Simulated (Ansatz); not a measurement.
Cartesian coordinates (Å):
SMILES: [InH2][Cl]
```xyz
4

Cl     2.0970     0.0146     0.0779
In    -0.2683    -0.0019    -0.0100
H     -0.9262     1.5763    -0.0104
H     -0.9025    -1.5890    -0.0575
```
Charge 0, spin multiplicity 1.

Method: Ansatz (a first-principles code) with frozen-core CCSD(T)/def2-TZVPP // B3LYP-D3(BJ)/def2-TZVP.

```json
{
  "HF energy": "-649.92249 Ha",
  "MP2 correlation energy": "-0.47871 Ha"
}
```

### Question
Estimate the CCSD correlation energy, the (T) correction, the total energy and the T1 diagnostic.

### Answer

```
Quantity                         Value
-----------------------  -------------
CCSD correlation energy    -0.50041 Ha
(T) correction             -0.01633 Ha
CCSD(T) total energy     -650.43924 Ha
T1 diagnostic                    0.014
```
